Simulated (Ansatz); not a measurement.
Gas-phase electronic energies from Ansatz, PBE0-D4/def2-TZVP geometries. CCSD(T)/CBS is extrapolated from def2-TZVPP and def2-QZVPP, frozen cores. Functionals use def2-TZVPP. Triplets are unrestricted, without spin–orbit coupling. One conformer a species, not always the lowest.

`CS[Si]Cl` → `[CH2]` (triplet) + `S[Si]Cl`  (formal loss of a carbene)

`CS[Si]Cl`:

Cartesian coordinates in Å:
```
C -0.406 -0.786 -0.372
S 0.787 -0.611 0.977
Si 1.327 1.406 1.355
Cl 0.213 2.488 -0.055
H 0.038 -1.419 -1.138
H -1.301 -1.264 0.024
H -0.657 0.187 -0.791
```

`[CH2]` (triplet):

Z-matrix (Å, degrees):
```
C
H 1 1.079
H 1 1.079 2 134.9
```

`S[Si]Cl`:

```xyz
4

S     0.326    0.708   -0.820
Si    0.027   -0.583    0.854
Cl   -1.944   -1.117    0.425
H     1.591    0.992   -0.459
```

```tsv
species	CAM-B3LYP-D4 energy (Eh)
`CS[Si]Cl`	-1187.90425
`[CH2]` (triplet)	-39.14166
`S[Si]Cl`	-1148.60349
```

**Question.** Work out ΔE.

**Answer.** ΔE = (-39.14166) + (-1148.60349) − (-1187.90425) = 0.15910 Eh = +417.7 kJ/mol. CCSD(T)/CBS gives +420.3 kJ/mol.

Largest T1 diagnostic among the species: 0.014.

Leaving LDA and LC-ωPBE aside and taking each functional with its dispersion term where it has one, the values, not all of them listed here, spread over 38.0 kJ/mol, from r2SCAN0-D4 to PBE-D4. LDA lies +71.2 kJ/mol from PBE without D4. From PBE to PBE0 (25 % exact exchange), in def2-TZVPP and without D4, ΔE moves by −11.1 kJ/mol.
